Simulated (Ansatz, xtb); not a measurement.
**Two isomers of C4H6O4**

We compare a, `COC(=O)OC(C)=O`, a singlet, with b, `O=COCCC(=O)O`, a singlet. Both are isolated molecules in the gas phase, relaxed with PBE0-D3(BJ)/def2-SVP; the shapes shown needn't be the lowest conformers.

a (Å):

```yaml
atoms:
  - { symbol: C, position_ang: [-0.4433, -0.0089, 0.4110] }
  - { symbol: C, position_ang: [1.4709, -0.4940, 1.6187] }
  - { symbol: C, position_ang: [2.7925, -1.4064, 3.3602] }
  - { symbol: C, position_ang: [3.8139, -2.4847, 3.5221] }
  - { symbol: O, position_ang: [0.3588, -0.9674, 1.0827] }
  - { symbol: O, position_ang: [1.8469, 0.6363, 1.6015] }
  - { symbol: O, position_ang: [2.1566, -1.5473, 2.1442] }
  - { symbol: O, position_ang: [2.5083, -0.5560, 4.1425] }
  - { symbol: H, position_ang: [-0.7751, 0.7756, 1.1065] }
  - { symbol: H, position_ang: [-1.3059, -0.5572, 0.0162] }
  - { symbol: H, position_ang: [0.1178, 0.4622, -0.4094] }
  - { symbol: H, position_ang: [3.3599, -3.4668, 3.3281] }
  - { symbol: H, position_ang: [4.2322, -2.4456, 4.5335] }
  - { symbol: H, position_ang: [4.6120, -2.3421, 2.7781] }
```

b (Å):

```json
{"atom": "C", "x (Å)": "1.5472", "y (Å)": "0.5600", "z (Å)": "0.0629"}
{"atom": "C", "x (Å)": "2.5792", "y (Å)": "-0.5937", "z (Å)": "1.8281"}
{"atom": "C", "x (Å)": "1.4031", "y (Å)": "-1.1220", "z (Å)": "2.6228"}
{"atom": "C", "x (Å)": "1.7795", "y (Å)": "-2.3354", "z (Å)": "3.4242"}
{"atom": "O", "x (Å)": "1.1404", "y (Å)": "-0.4487", "z (Å)": "-0.4387"}
{"atom": "O", "x (Å)": "2.2577", "y (Å)": "0.6388", "z (Å)": "1.1852"}
{"atom": "O", "x (Å)": "2.8828", "y (Å)": "-2.8131", "z (Å)": "3.4772"}
{"atom": "O", "x (Å)": "0.7357", "y (Å)": "-2.8383", "z (Å)": "4.0914"}
{"atom": "H", "x (Å)": "1.3898", "y (Å)": "1.5815", "z (Å)": "-0.3415"}
{"atom": "H", "x (Å)": "3.4294", "y (Å)": "-0.3747", "z (Å)": "2.4854"}
{"atom": "H", "x (Å)": "2.8968", "y (Å)": "-1.3320", "z (Å)": "1.0779"}
{"atom": "H", "x (Å)": "0.5681", "y (Å)": "-1.3883", "z (Å)": "1.9562"}
{"atom": "H", "x (Å)": "1.0186", "y (Å)": "-0.3539", "z (Å)": "3.3139"}
{"atom": "H", "x (Å)": "1.0639", "y (Å)": "-3.6110", "z (Å)": "4.5770"}
```

Quicker runs give these differences E(b) − E(a): GFN2-xTB +42.4 kJ/mol; HF/STO-3G +63.6 kJ/mol (at GFN2-xTB geometries); r2SCAN-D4/def2-SVP −7.9 kJ/mol (at GFN2-xTB geometries).

Problem. Estimate E(b) − E(a) at the level CCSD(T)/def2-SVP + ΔMP2/def2-TZVPP.

Solution. Calculated at CCSD(T)/def2-SVP + ΔMP2/def2-TZVPP: E(b) − E(a) = −18.6 kJ/mol, so structure b lies lower.

Level by level:

```
                             level              geometry  E(b) − E(a) (kJ/mol)  departure from the last row (kJ/mol)  job, with rough time for the two
                          GFN2-xTB              GFN2-xTB                   +42.4                                 +61.1              optimisation, 0.14 s
                         HF/STO-3G              GFN2-xTB                   +63.6                                 +82.3               single point, 0.4 s
                r2SCAN-D4/def2-SVP              GFN2-xTB                    −7.9                                 +10.7               single point, 3.9 s
              PBE0-D3(BJ)/def2-SVP  PBE0-D3(BJ)/def2-SVP                    −9.8                                  +8.9                optimisation, 89 s
                       HF/def2-SVP  PBE0-D3(BJ)/def2-SVP                    −0.1                                 +18.5           part of the CCSD(T) run
                      MP2/def2-SVP  PBE0-D3(BJ)/def2-SVP                   −12.2                                  +6.5           part of the CCSD(T) run
                  CCSD(T)/def2-SVP  PBE0-D3(BJ)/def2-SVP                   −11.0                                  +7.6                      single point
CCSD(T)/def2-SVP + ΔMP2/def2-TZVPP  PBE0-D3(BJ)/def2-SVP                   −18.6                                                   single point, 1.8 min
```

As drawn, b has 1 C–C, 1 O–H in place of 1 C–O, 1 C–H.

GFN2-xTB, HF/STO-3G put the two in the other order. HF/def2-SVP finds them nearly level. The largest departure from CCSD(T)/def2-SVP + ΔMP2/def2-TZVPP is that of HF/STO-3G, 82.3 kJ/mol. The last row adds to CCSD(T) the change of the MP2 difference between the two basis sets, here −7.6 kJ/mol.

With thermal terms from frequencies at re-optimised GFN2-xTB minima (ideal gas, soft modes damped towards free rotors, one conformer each, 298.15 K, 1 atm): the zero-point term adds +3.2 kJ/mol; ΔH is −17.9 and ΔG −12.6 kJ/mol.

The correlated steps freeze 8 core orbitals. Programs: Ansatz 0.2.0, xtb 6.7.1; the last row on 4 threads of Arm Neoverse V1 on a shared host.
